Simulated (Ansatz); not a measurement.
`C[CH2][GeH2][CH3]` → ethane + `[CH3][GeH]` at 500 K and 1 bar (germylene formation by 1,1-elimination).

Program: Ansatz. Geometries: PBE0-D4/def2-TZVP. ΔE: electronic, gas phase. CBS: MP2 limit from def2 TZ/QZ plus the TZ coupled-cluster correction, frozen cores. This one scheme is used for every species. For Ge outer-core shells are correlated without core-valence functions, which leaves a few kJ/mol of doubt a bond. Scalar relativity is left out up to krypton. One conformer a species, not always the lowest.

```json
{"species": "`C[CH2][GeH2][CH3]`", "CCSD(T)/CBS energy (Eh)": "-2196.29761", "H − E (kJ/mol)": "358.9", "S (J/(mol·K))": "423.3"}
{"species": "`CC`", "CCSD(T)/CBS energy (Eh)": "-79.71954", "H − E (kJ/mol)": "220.5", "S (J/(mol·K))": "259.9"}
{"species": "`[CH3][GeH]`", "CCSD(T)/CBS energy (Eh)": "-2116.52215", "H − E (kJ/mol)": "134.7", "S (J/(mol·K))": "307.3"}
```

H − E and S are ideal-gas, rigid-rotor, harmonic terms from PBE0-D4/def2-TZVP, for one conformer and one mirror image of each species. 1 Eh = 2625.50 kJ/mol, R = 8.31446 J/(mol·K).

Q: By hand: ΔE, ΔH, ΔS and ΔG.

A: ΔE = (-79.71954) + (-2116.52215) − (-2196.29761) = 0.05592 Eh = 146.8 kJ/mol. Δ(H − E) = 220.5 + 134.7 − 358.9 = -3.7, so ΔH = 143.1 kJ/mol. ΔS = 259.9 + 307.3 − 423.3 = 143.9 J/(mol·K). ΔG = 143.1 − 500 × (143.9)/1000 = 71.1 kJ/mol.

Q: By hand: the equilibrium constant, and the temperature at which ΔG would vanish if ΔH and ΔS stayed fixed.

A: log₁₀ K = −ΔG/(RT ln 10) = -7.4. ΔG = 0 at ΔH/ΔS = 994 K.

The number of gas molecules changes by +1, which sets the sign of ΔS. A doubt of 5 kJ/mol in ΔE shifts log₁₀ K by 0.5 here. Other conformers and mirror images would add mixing entropy, several J/(mol·K) or more a flexible species. These are equilibria of isolated gas molecules and say nothing of rates. Largest T1 diagnostic: 0.011 (customary marks: 0.02 for closed shells, 0.045 for open ones).
